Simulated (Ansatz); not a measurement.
Start from `[F][Ti]([Cl])([Cl])[Cl]` and change one atom or group to get `[SH][Ti]([Cl])([Cl])[Cl]`.

Ansatz, PBE0-D4/def2-TZVP geometries, multiplicity 1. Each molecule was computed in one conformer, which needn't be the lowest.

Scalar relativity is left out up to krypton.

| property | `[F][Ti]([Cl])([Cl])[Cl]` |
| --- | --- |
| HOMO energy (ωB97M-V/def2-TZVPP) / eV | -11.81 |
| LUMO energy (PBE0/def2-TZVPP) / eV | -3.67 |
| size of the dipole moment (ωB97M-V/def2-TZVPP) / D | 0.22 |
| HOMO energy (PBE0/def2-TZVPP) / eV | -9.66 |
| LUMO energy (PBE/def2-TZVPP) / eV | -4.48 |
| LUMO energy (ωB97M-V/def2-TZVPP) / eV | -1.51 |

Give the same properties after the change, and the shifts. (Estimate.)

Ansatz gave: 
```tsv
property	`[SH][Ti]([Cl])([Cl])[Cl]`	shift
HOMO energy (ωB97M-V/def2-TZVPP) / eV	-10.43	1.38
LUMO energy (PBE0/def2-TZVPP) / eV	-3.62	0.05
size of the dipole moment (ωB97M-V/def2-TZVPP) / D	0.86	0.64
HOMO energy (PBE0/def2-TZVPP) / eV	-8.32	1.34
LUMO energy (PBE/def2-TZVPP) / eV	-4.49	-0.01
LUMO energy (ωB97M-V/def2-TZVPP) / eV	-1.46	0.05
```

With PBE0 the HOMO rises by 1.34 eV and the LUMO rises by 0.05 eV, so the gap narrows by about 1.29 eV. PBE moves the HOMO by 1.17 eV and ωB97M-V by 1.38 eV. The zero-point energy changes by 16.9 kJ/mol with +3 modes. Dipoles are sizes alone; their direction can turn.
